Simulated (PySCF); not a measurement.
## Zr(OH)3: from structure and modes to constants

Method: PySCF, UPBE0, basis Zr def2-TZVP with ECP28, O def2-TZVP, H def2-TZVP (scalar-relativistic core potentials, no spin–orbit coupling, density fitting).

The doublet minimum has C3h symmetry. Masses (u): Zr 89.90470, O 15.99492, H 1.00782.

```xyz
7
charge 0 multiplicity 2, angstrom
Zr    0.0000    0.0000    0.0000
O     1.8803   -0.4199    0.0000
O    -0.5765    1.8383    0.0000
O    -1.3038   -1.4184    0.0000
H     2.8260   -0.5275    0.0000
H    -0.9562    2.7112    0.0000
H    -1.8699   -2.1837    0.0000
```

Harmonic wavenumbers (cm⁻¹): 72.3 (a'', ×1), 105.9 (a', ×1), 156.7 (e', ×2), 261.1 (e', ×2), 361.8 (e'', ×2), 379.1 (a'', ×1), 684.9 (a', ×1), 703.9 (e', ×2), 4009.5 (e', ×2), 4013.0 (a', ×1).

Question: Find the principal moments of inertia and the rotational constants. What kind of rotor is it?

Answer: About the centre of mass I = 101.55, 101.55, 203.09 u Å². With B = 16.8576/I this gives 0.166, 0.166, 0.083 cm⁻¹. The molecule is an oblate symmetric top.

Question: What is the harmonic zero-point energy?

Answer: Half the sum of all 15 wavenumbers, 16241/2 = 8121 cm⁻¹, which is 97.1 kJ/mol (1 cm⁻¹ = 0.0119627 kJ/mol).

Question: Find the vibrational entropy and heat capacity at 298.15 K.

Answer: With u = 1.43878 ω/T, each mode gives S = R[u/(eᵘ−1) − ln(1−e⁻ᵘ)] and C = R u² eᵘ/(eᵘ−1)².
```
   ω (cm⁻¹)       u  S (J/(mol K))  C (J/(mol K))
       72.3   0.349          17.11           8.23
      105.9   0.511          13.99           8.14
 156.7 (×2)   0.756          10.83           7.93
 261.1 (×2)   1.260           6.92           7.30
 361.8 (×2)   1.746           4.66           6.49
      379.1   1.829           4.36           6.34
      684.9   3.305           1.36           3.59
 703.9 (×2)   3.397           1.26           3.44
4009.5 (×2)  19.349           0.00           0.00
     4013.0  19.366           0.00           0.00
```
The sums over all modes are S = 84.2 and C = 76.6 J/(mol K); the softest mode gives 20 % of the entropy (each member, where degenerate).

Question: Give the standard entropy (298.15 K, 1 bar) by its translational, rotational, vibrational and spin parts, and Cp.

Answer: Sackur–Tetrode with M = 140.91 u gives 170.6; rotation with symmetry number 3 gives 99.9; vibration 84.2; spin R ln 2 = 5.8. The total is 360.4 J/(mol K), and Cp = 4 R + 76.6 = 109.9 J/(mol K).

Other isomers or separated fragments may lie lower. Other spin states or occupations of the open shell can lie lower.
